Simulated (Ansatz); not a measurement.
Interaction energy ladder

The pair of HBr (SMILES Br, atoms 1–2) and SiNH5 (SMILES [SiH3]N, atoms 3–9), both closed shells, in one local arrangement (a lower one may exist), relaxed at PBE0-D4/def2-TZVP:

```
9
angstrom
Br -1.1650 -0.5202 -2.7967
H -0.2733 -0.2097 -1.6282
Si -0.2468 0.0455 1.1400
N 0.7127 0.1350 -0.3288
H -1.3334 1.0415 1.0015
H -0.7766 -1.3345 1.2200
H 0.5405 0.3429 2.3668
H 1.4555 -0.5477 -0.4151
H 1.0864 1.0473 -0.5593
```

Program: Ansatz 0.2.0. Basis: def2-TZVPPD, with def2-QZVPPD for the basis limit. Cores are frozen in the correlated methods. Filled d shells of the heavier atoms are correlated. The def2 sets are not built for correlating such inner shells, so the correlated values are less sure here. B3LYP uses VWN-RPA correlation. Extrapolation: Hartree–Fock as exp(−7.88 √X), correlation as X^−2.97. Interaction energies count from these two fragments, frozen as in the pair, with the counterpoise correction; negative means bound.

**Question.** What is the interaction energy by CCSD(T) at an estimated basis limit (MP2 extrapolated from triple and quadruple zeta, plus CCSD(T) − MP2 in triple zeta)? (Judge from chemistry; the value comes from the calculation.)

**Answer.** The calculation gives: -33.6 kJ/mol. Hartree–Fock alone gives -9.2 kJ/mol at the basis limit. It counts from the two fragments frozen as in the pair.

The same quantity by other methods in triple zeta, and each one's difference from that estimate:
```tsv
method	E_int (kJ/mol)	difference
PBE-D4	-43.8	-10.2
revPBE-D4	-39.9	-6.3
BLYP-D4	-37.1	-3.5
r2SCAN-D4	-42.9	-9.3
B97M-V	-31.6	2.0
PBE0-D4	-42.2	-8.6
B3LYP-D4	-37.3	-3.7
HSE06-D4	-42.4	-8.8
wB97X-V	-32.7	0.9
wB97M-V	-31.3	2.3
B2PLYP	-29.9	3.7
HF	-9.5	24.1
MP2	-34.3	-0.7
CCSD	-23.0	10.6
CCSD(T)	-26.7	6.9
```
Differences are method less estimate.

**Question.** Which atoms make the shortest contact between the fragments?

**Answer.** H2 and N4, 1.67 Å apart.

Energy to bend the free fragments (PBE0-D4 minima) into their shapes in the pair, CCSD(T)/def2-TZVPPD: HBr 8.2 kJ/mol; SiNH5 1.5 kJ/mol. This must be added to the interaction energy to get the binding energy from relaxed fragments.

Basis-set superposition shift (counterpoise-corrected less uncorrected): CCSD(T) 6.0; MP2 6.1; HF 0.9; PBE0-D4 0.9; wB97M-V 0.9 kJ/mol.

T1 diagnostic: at most 0.011.

For scale, one of the runs: CCSD(T)/def2-TZVPPD, 244 basis functions, launched by `ansatz run in.yaml --threads 4 --pin off --events-out ev --progress --plain --max-ram 9574MiB`. The run took 49 s on 4 CPU threads of an Intel Xeon 6975P-C (shared host), with 5.2 GiB of host memory at its peak.
